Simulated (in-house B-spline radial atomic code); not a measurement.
Computed with a B-spline radial atomic code. Model: two electrons, singlet ground state, non-relativistic, full CI in B-splines with partial waves to l = 8 (at full coupling up to 3e-4 hartree above the limit, correlation up to 0.6 % small), density held at that of full coupling by Lieb maximisation.

Along the adiabatic connection the electron repulsion is scaled by a coupling λ while a local potential keeps the density fixed. At λ = 0 the system is the Kohn-Sham one and W equals the exchange energy; the exchange-correlation energy is the area under W between 0 and 1. The kinetic energy rises with λ as the electrons avoid each other, with dT/dλ = −λ dW/dλ.

Command:
```bash
python run_ac.py task.json out
```
Settings (lengths in bohr, energies in hartree):
```
potential              coulomb
strength               2.4
lmax                   8
```

Cost of the run: 17 s on 1 thread of Intel(R) Xeon(R) Processor @ 2.30GHz, with other jobs on the host.

**W = mean repulsion less Hartree energy, and W of three functionals.**

Given: confinement point charge; nuclear charge 2.4; external potential -Z/r.

Computed: LDA exchange minus exact 177.18 millihartree; SCAN exchange minus exact -4.8703 millihartree.

| coupling | W xc (hartree) | W xc minus exchange (millihartree) | kinetic minus Kohn-Sham (millihartree) | LDA (PW92) W minus its exchange (millihartree) | PBE W minus its exchange (millihartree) | SCAN W minus its exchange (millihartree) |
| --- | --- | --- | --- | --- | --- | --- |
| 0 | -1.2753 | 0 | 0 | 0 | 0 | 0 |
| 0.02 | ? | ? | ? | ? | ? | ? |
| 0.05 | -1.2801 | -4.733 | 0.12 | -25.5 | -4.52 | -4.51 |
| 0.12 | -1.2866 | -11.218 | 0.67 | -49.17 | -10.91 | -10.57 |
| 0.25 | -1.2982 | -22.844 | 2.81 | -82.61 | -22.65 | -21.28 |
| 0.4 | -1.311 | -35.622 | 6.96 | -113.11 | -35.79 | -32.89 |
| 0.6 | -1.327 | -51.679 | 14.97 | -146.4 | -52.5 | -47.36 |
| 0.8 | ? | ? | ? | ? | ? | ? |
| 1 | -1.3561 | -80.807 | 38.15 | -198.72 | -83.11 | -73.4 |
| 1.4 | -1.3819 | -106.51 | 68.89 | -239.79 | -110.34 | -96.37 |
| 2 | -1.4152 | -139.81 | 125.21 | -288.83 | -145.91 | -126.31 |
| 3 | -1.4599 | -184.54 | 236.07 | -350.53 | -194.47 | -167.24 |
| 4.5 | -1.5096 | -234.23 | 420.3 | -416.71 | -250.17 | -214.23 |
| 7 | -1.5649 | -289.57 | 733.15 | -490.93 | -315.82 | -269.04 |
| 10 | -1.6072 | -331.86 | 1088 | -550.11 | -369.9 | -312.73 |

What belongs in the row 0.02?

W xc (hartree): -1.2772; W xc minus exchange (millihartree): -1.903; kinetic minus Kohn-Sham (millihartree): 0.02; LDA (PW92) W minus its exchange (millihartree): -12.38; PBE W minus its exchange (millihartree): -1.8; SCAN W minus its exchange (millihartree): -1.83.

What belongs in the row 0.8?

W xc (hartree): -1.3421; W xc minus exchange (millihartree): -66.711; kinetic minus Kohn-Sham (millihartree): 25.47; LDA (PW92) W minus its exchange (millihartree): -174.39; PBE W minus its exchange (millihartree): -68.26; SCAN W minus its exchange (millihartree): -60.81.

What is the PBE exchange minus exact?

17.207 millihartree.

**Energy parts, natural occupations and partial-wave weights.**

Computed: total energy -4.4142 hartree; exchange energy -1.2753 hartree; correlation energy -0.042661 hartree; kinetic part of the DFT correlation energy 0.038147 hartree; kinetic part over minus potential part 0.47207; Hartree energy 2.5507 hartree; Lieb Oxford ratio E_xc over LDA exchange 1.2002.

```
natural  occupation of the shell (electrons)
      s                               1.9894
      p                             0.005338
      s                                    ?
      d                           0.00024016
      p                           0.00017948
      s                           8.5438e-05
```

What belongs in the row s?

occupation of the shell (electrons): 0.0047024.

| wave | weight |
| --- | --- |
| s | 0.99707 |
| p | ? |
| d | 0.00013445 |
| f | 1.8699e-05 |
| g | 4.32e-06 |

What belongs in the row p?

weight: 0.0027674.

What is the initial slope twice GL2?

-0.095504 hartree.

What is the Kohn-Sham kinetic?

4.3758 hartree.

Half-way to full coupling W has made 54 % of its drop, against 50 % for a straight line, and second-order (GL2) theory, half the initial slope, overshoots the correlation energy by about 12 %: a moderate bend, as in light atoms. Over couplings 0 to 1 the errors in E_xc come to about +98 millihartree for LDA, +17 millihartree for PBE, -1.3 millihartree for SCAN, so SCAN is nearest. In LDA and PBE and SCAN the errors of exchange and correlation have opposite signs, so the sum is smaller than the larger of the two.
